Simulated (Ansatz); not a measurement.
Molecule: CH2O, net charge 0, singlet state. SMILES: [H]/[C-]=[O+]/[H]

Atoms: C1, O2, H3, H4. Bonds: C1-O2, C1-H4, O2-H3.

Bond lengths (Å) and angles (degrees) optimised at HF/3-21G with Ansatz (a program for electronic structure); PBE/6-31G* with Ansatz; B3LYP/6-31G* with Ansatz; MP2/6-31G* with Ansatz, each started from the B3LYP-D3(BJ)/def2-TZVP structure (Ansatz) of the last column. A row stands for all coordinates that are equal there. 6-31G* holds six Cartesian d functions. No wavenumbers were computed at PBE/6-31G*, MP2/6-31G*, so these may be saddle points.

```tsv
coordinate	HF/3-21G	PBE/6-31G*	B3LYP/6-31G*	MP2/6-31G*	B3LYP-D3(BJ)/def2-TZVP
C1-O2	1.335	1.331	1.321	1.323	1.309
C1-H4	1.102	1.137	1.122	1.113	1.114
O2-H3	0.967	0.986	0.976	0.978	0.971
O2-C1-H4	103.1	100.3	101.2	101.4	102.4
C1-O2-H3	112.6	107.1	108.0	107.3	109.0
```

Mean signed difference of all 3 bond lengths from B3LYP-D3(BJ)/def2-TZVP: HF/3-21G 0.004 Å, PBE/6-31G* 0.020 Å, B3LYP/6-31G* 0.009 Å, MP2/6-31G* 0.007 Å.
